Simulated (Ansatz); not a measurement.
Computed against measured: atomisation enthalpy at 298 K

8 molecules with halogens; the atomisation enthalpy at 298 K in kJ/mol, computed less measured. Shapes, held fixed at every level: PBE0-D4/def2-TZVP. Flexible molecules stand in one conformer, not always the lowest. Thermal terms are harmonic and unscaled (PBE0-D4/def2-TZVP); the spin-orbit lowering of the free atoms is taken from their spectra. Programs: Ansatz 0.2.0. Measured values: CRC Handbook of Chemistry and Physics, NIST-JANAF tables.

Levels: A = B2PLYP/def2-TZVPP; B = CCSD(T)/def2-TZVPP; C = CCSD/def2-TZVPP; D = CCSD(T)/CBS estimate.

```csv
molecule,from tabulated heats,A,B,C,D
NF3 (nitrogen trifluoride),843,-16,-62,-119,-3
B(OH)F2 (difluorohydroxyborane),2280,-8,-53,-90,+6
SiH2Cl2 (dichlorosilane (DCS)),1449,-36,-50,-71,+1
C2HClF2 (SMILES FC(F)=CCl),2247,+6,-45,-105,+27
SF6 (SMILES FS(F)(F)(F)(F)F),1974,-76,-115,-191,+2
"C2Cl3F3 (1,1,2-trichlorotrifluoroethane)",2753,-64,-109,-203,-2
C2HF3O2 (trifluoroacetic acid),3420,-50,-123,-216,-15
Si(CH3)Cl3,2714,-15,-45,-92,+43
```

Problem. Which level does best on this set, which worst, and which err to one side?

Solution. 
| level | kind | mean error | mean absolute error | worst case |
| --- | --- | --- | --- | --- |
| B2PLYP/def2-TZVPP | double hybrid | -32.4 | 33.9 | SF6 |
| CCSD(T)/def2-TZVPP | coupled cluster or CI | -75.2 | 75.2 | C2HF3O2 |
| CCSD/def2-TZVPP | coupled cluster or CI | -135.9 | 135.9 | C2HF3O2 |
| CCSD(T)/CBS estimate | coupled cluster or CI | +7.4 | 12.4 | Si(CH3)Cl3 |

On this set CCSD(T)/CBS estimate has the smallest mean absolute error and CCSD/def2-TZVPP the largest. B2PLYP/def2-TZVPP is too low in 7 of 8; CCSD(T)/def2-TZVPP is too low in 8 of 8; CCSD/def2-TZVPP is too low in 8 of 8. The heats of NF3, SiH2Cl2, C2Cl3F3, C2HF3O2 come from older tables and can be uncertain by 10 kJ/mol or more. The tabulated values of B(OH)F2, C2HClF2, Si(CH3)Cl3 are in doubt (older tables, estimates, or at odds with other calculations) and kept here. Over the 5 molecules whose values aren't doubted the mean absolute errors are A 48.4; B 91.8; C 160.0; D 4.6. Correlated wave functions converge slowly with the basis. CCSD also lacks the triples, which bind further. The CBS estimate extrapolates MP2 from def2-TZVPP and def2-QZVPP and adds CCSD(T) − MP2 in the triple-zeta set, cores frozen. The set is small.
